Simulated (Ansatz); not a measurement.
Total energies of Al6As7H20⁺, a cluster cut from zinc blende AlAs (hydrogen-capped) from Ansatz at B3LYP-D4/def2-TZVP, gas phase (1 Eh = 27.2114 eV = 2625.5 kJ/mol). The reference geometry is relaxed at PBE-D4/def2-SVP.

```
atom   x (Å)   y (Å)   z (Å)
 As1  -1.419  -0.137  -3.292
 As2   0.331   2.219   3.195
 As3   1.070   1.855  -1.137
 As4  -2.092   0.584   0.611
 As5  -1.202  -3.049  -0.831
 As6   1.332  -1.030   1.494
 As7   2.020  -1.659  -2.372
 Al8  -2.054   2.467   2.352
 Al9  -1.414   1.651  -1.498
Al10  -0.290  -2.363  -3.054
Al11   1.813   0.215   3.681
Al12   2.518  -0.090  -0.447
Al13  -1.070  -1.584   1.237
 H14  -1.041   0.444  -4.649
 H15  -2.878  -0.448  -3.601
 H16   0.337   3.024   4.491
 H17   1.180   3.201   2.389
 H18   1.717   2.556  -2.324
 H19   1.277   2.954  -0.103
 H20  -3.569   0.281   0.373
 H21  -2.637  -3.495  -1.081
 H22  -0.609  -4.420  -0.530
 H23   2.023  -2.384   1.642
 H24   2.772  -1.242  -3.630
 H25   2.784  -2.946  -2.092
 H26  -2.095   3.795   1.458
 H27  -3.035   2.039   3.532
 H28  -2.121   2.972  -2.025
 H29  -0.396  -3.361  -4.283
 H30   3.336   0.687   3.603
 H31   1.094  -0.641   4.818
 H32   4.067   0.256  -0.375
 H33  -1.749  -2.353   2.451
```

```json
{"state": "charge 1 singlet", "geometry": "reference", "energy (Eh)": "-17118.36960"}
{"state": "charge 2 doublet", "geometry": "reference", "energy (Eh)": "-17117.94796"}
{"state": "charge 0 doublet", "geometry": "reference", "energy (Eh)": "-17118.50835"}
```

B3LYP takes the VWN-RPA correlation. Single mean-field runs in def2-TZVP are fitted with def2-universal-jkfit.

(1) Work out the vertical ionisation energy to the doublet.

(2) Work out the vertical electron affinity, to the doublet.

(3) Give the fundamental gap IE − EA, the Mulliken electronegativity (IE + EA)/2 and the hardness (IE − EA)/2.

(1) E(charge 2 doublet) − E(charge 1 singlet) = -17117.94796 − (-17118.36960) = 0.42164 Eh = 11.47 eV. For comparison, −ε of the highest occupied level is 10.01 eV at this level, 1.46 eV less.

(2) E(charge 1 singlet) − E(charge 0 doublet) = -17118.36960 − (-17118.50835) = 0.13875 Eh = 3.78 eV.

(3) From the values in Eh: IE − EA = 0.42164 − 0.13875 = 0.28289 Eh = 7.70 eV; (IE + EA)/2 = 7.62 eV; (IE − EA)/2 = 3.85 eV. The HOMO–LUMO gap of the same run is 5.06 eV, 2.64 eV smaller than the fundamental gap.
